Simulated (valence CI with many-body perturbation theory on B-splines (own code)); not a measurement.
Ag XVII: fill in the table

Calculated by valence CI with perturbative core correlation (CI+MBPT): three valence electrons over a frozen Dirac-Fock core [Ar] 3d10, a basis of 11 s, 11 p, 9 d, 7 f, 5 g, 2 h, 1 i functions for each j, with the one-electron correlation potential Σ1 (screened to all orders), the two-electron term Σ2, the three-electron term Σ3, Breit, model QED; selected single and double excitations, second order for the rest (own B-spline code, finite nucleus).

No measured spectrum was set against this ion. As an estimate, levels hold to about 250 cm⁻¹ or 0.2 % of their energy and the worst to 1 %, as in measured heavy ions of charge 2 to 7; those with d or f electrons hold less well.

```tsv
Level	E (eV)
4s2 4p 2P°_1/2	0.000
4s2 4p 2P°_3/2	?
4s 4p2 4P_1/2	34.508
4s 4p2 4P_3/2	38.688
4s 4p2 4P_5/2	?
4s 4p2 2D_3/2	47.133
4s 4p2 2D_5/2	49.847
4s 4p2 2P_1/2	?
4s 4p2 2S_1/2	?
4s 4p2 2P_3/2	59.876
4s2 4d 2D_3/2	74.452
4s2 4d 2D_5/2	?
4p3 4S°_3/2 [a]	85.693
4p3 4S°_3/2 [b]	90.456
4p3 2D°_5/2	90.989
4p3 2P°_1/2	96.602
4p3 2P°_3/2	101.037
4s 4p 4d 4F°_3/2	101.768
4s 4p 4d 4F°_5/2	?
4s 4p 4d 4F°_7/2	105.530
```

Names give the largest LS component (configuration and term), which can be under half, so a name can repeat, a term be missing and a line seem to break the LS rules; names also repeat where a configuration has a term twice. Letters in brackets count levels of one name in rising energy.

Task: The levels stand in rising order. What does the calculation give for the missing energies?

Result: 4s2 4p 2P°_3/2 7.480; 4s 4p2 4P_5/2 41.389; 4s 4p2 2P_1/2 51.478; 4s 4p2 2S_1/2 58.898; 4s2 4d 2D_5/2 75.707; 4s 4p 4d 4F°_5/2 103.113.
